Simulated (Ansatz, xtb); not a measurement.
Ranking isomers of C4H11BFN

3 gas-phase structures of C4H11BFN, from a drawn sample of its isomers (lower ones may exist). Each was relaxed with GFN2-xTB; where two conformers were screened, the lower at r2SCAN-D4/def2-SVP is listed:

A. `C[N+]1([BH2-]F)CCC1`, a singlet
B. `CC(C)N(C)BF`, a singlet
C. `CC1(C)C[B@H-](F)[NH2+]1`, a singlet

Q: Estimate their order in r2SCAN-D4/def2-SVP energy at these geometries, lowest first.

A: Calculated order at r2SCAN-D4/def2-SVP: B (0.0), C (70.7), A (188.5) kJ/mol.

Energies above the lowest of each column, in kJ/mol; the last columns are at B3LYP/def2-SVP geometries:

| structure | GFN2-xTB | HF/STO-3G | r2SCAN-D4/def2-SVP | B3LYP/def2-SVP | CCSD(T)/def2-SVP + ΔMP2/def2-TZVPP |
| --- | --- | --- | --- | --- | --- |
| B | 0.0 | 0.0 | 0.0 | 0.0 | 0.0 |
| C | 98.0 | 90.2 | 70.7 | 83.9 | 68.4 |
| A | 110.5 | 193.5 | 188.5 | 192.4 | 171.7 |

Every level run on B puts it lowest or level with the lowest. Flexible structures stand in one conformer each, not always the lowest. ΔMP2 is the change of the MP2 energy from the smaller to the larger basis.

Programs: Ansatz 0.2.0, xtb 6.7.1.
